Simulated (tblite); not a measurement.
C6H7N2 (charge -1).
Bonds: C1–C2 (double), C2–C3, C3–C4 (aromatic), C4–C5 (aromatic), C5–N6, C5–C7 (aromatic), C7–N8 (aromatic), C3–N8 (aromatic). Hydrogens: H9, H10 on C1; H11 on C2; H12 on C4; H13, H14 on N6; H15 on C7.
Bond orders are those of one Lewis drawing.

Computed with GFN2-xTB (tblite), gas phase: L-BFGS steps from a force-field or distance-geometry start until the largest atomic force falls under 0.01 eV/Å.

Step 3: E = -609.2501 eV
```
atom  x, y, z in Å  |  force x, y, z in eV/Å
C1     -3.0784   -0.0995   -0.3978   -0.107  -0.025  -0.004
C2     -1.8996   -0.7245   -0.4460    0.146   0.094   0.070
C3     -0.6243   -0.0894   -0.2816   -0.069  -0.070  -0.035
C4      0.6012   -0.7623   -0.3366   -0.065  -0.105  -0.009
C5      1.5802    0.2032   -0.1385   -0.283   0.141  -0.070
N6      2.9697   -0.0226   -0.0969   -0.174   0.157   0.150
C7      0.8979    1.4169    0.0271    0.058  -0.106  -0.016
N8     -0.4304    1.2536   -0.0579    0.146  -0.149  -0.037
H9     -3.1195    0.9617   -0.2293   -0.143  -0.026  -0.013
H10    -3.9908   -0.6614   -0.5241   -0.239   0.172   0.006
H11    -1.9272   -1.8120   -0.6175    0.359   0.360   0.063
H12     0.7500   -1.8218   -0.4906   -0.006  -0.010  -0.014
H13     3.3585   -0.3110    0.7706    0.471  -0.126   0.101
H14     3.5228    0.0925   -0.9132    0.363  -0.016  -0.116
H15     1.3857    2.3848    0.2045   -0.458  -0.291  -0.074
```

Step 4: E = -609.2858 eV
```
atom  x, y, z in Å  |  force x, y, z in eV/Å
C1     -3.0817   -0.1016   -0.3982   -0.162  -0.032  -0.001
C2     -1.8962   -0.7157   -0.4412    0.041   0.166   0.032
C3     -0.6207   -0.0842   -0.2824   -0.173  -0.414  -0.062
C4      0.6056   -0.7642   -0.3352   -0.349  -0.173  -0.077
C5      1.5783    0.2024   -0.1453   -0.099  -0.018   0.049
N6      2.9642   -0.0157   -0.0916    0.338   0.161   0.061
C7      0.8943    1.4061    0.0261   -0.032   0.023  -0.039
N8     -0.4298    1.2489   -0.0598    0.041   0.036  -0.004
H9     -3.1263    0.9572   -0.2304   -0.138   0.088   0.007
H10    -4.0063   -0.6521   -0.5239   -0.037   0.143   0.012
H11    -1.9083   -1.7926   -0.6143    0.287   0.035   0.023
H12     0.7501   -1.8228   -0.4914   -0.001  -0.042  -0.015
H13     3.3801   -0.3137    0.7639    0.243  -0.106   0.076
H14     3.5328    0.0895   -0.9041    0.188  -0.022  -0.072
H15     1.3595    2.3665    0.2001   -0.148   0.155   0.012
```

Step 5: E = -609.2995 eV
```
atom  x, y, z in Å  |  force x, y, z in eV/Å
C1     -3.0856   -0.1022   -0.3983   -0.082   0.005   0.010
C2     -1.8952   -0.7099   -0.4387   -0.137   0.097  -0.006
C3     -0.6207   -0.0870   -0.2835   -0.196  -0.232  -0.025
C4      0.6022   -0.7673   -0.3357   -0.157  -0.124  -0.071
C5      1.5774    0.2005   -0.1476   -0.019  -0.111   0.079
N6      2.9673   -0.0097   -0.0894    0.338   0.163   0.181
C7      0.8914    1.4019    0.0251    0.002  -0.013  -0.051
N8     -0.4293    1.2468   -0.0609   -0.067  -0.013  -0.014
H9     -3.1315    0.9562   -0.2309   -0.133   0.118   0.012
H10    -4.0139   -0.6459   -0.5236    0.003   0.088   0.007
H11    -1.8953   -1.7833   -0.6125    0.216  -0.090   0.006
H12     0.7502   -1.8241   -0.4921   -0.011  -0.088  -0.022
H13     3.3935   -0.3166    0.7620    0.105  -0.083  -0.017
H14     3.5394    0.0876   -0.9000    0.159  -0.029  -0.132
H15     1.3456    2.3611    0.1983   -0.021   0.313   0.042
```

Q: Estimate the geometry and energy of step 6. (The exact step hangs on the optimiser's Hessian estimate; all steps are aligned on step 5, rigid shifts and turns removed.)

A: E = -609.3145 eV, largest force 0.361 eV/Å
```
atom  x, y, z in Å  |  force x, y, z in eV/Å
C1     -3.0914   -0.1016   -0.3979   -0.041   0.074   0.022
C2     -1.8977   -0.7030   -0.4363   -0.241  -0.066  -0.053
C3     -0.6244   -0.0917   -0.2847   -0.062   0.006   0.017
C4      0.5973   -0.7730   -0.3375    0.040  -0.026  -0.040
C5      1.5764    0.1955   -0.1486    0.134  -0.156   0.111
N6      2.9759    0.0008   -0.0828    0.237   0.269   0.045
C7      0.8885    1.3966    0.0228    0.013   0.021  -0.037
N8     -0.4306    1.2426   -0.0627   -0.088  -0.048  -0.021
H9     -3.1402    0.9571   -0.2312   -0.111   0.125   0.016
H10    -4.0229   -0.6375   -0.5233    0.010   0.013  -0.001
H11    -1.8762   -1.7744   -0.6103    0.081  -0.177  -0.009
H12     0.7500   -1.8278   -0.4933   -0.029  -0.139  -0.029
H13     3.4109   -0.3218    0.7596    0.001  -0.111  -0.032
H14     3.5506    0.0848   -0.8985    0.010  -0.078  -0.028
H15     1.3294    2.3614    0.1972    0.047   0.292   0.040
```

The energy changes by -0.0150 eV. The first-order estimate −F·Δx gives -0.0216 eV and the mean of the old and new forces, exact on a quadratic surface, -0.0150 eV. The step makes an angle of 52° with the force vector and moves no atom by more than 0.021 Å.

What follows is the cost of the whole relaxation. The run took 0.82 s on one thread of an Arm Neoverse N1, no GPU, on a shared host.
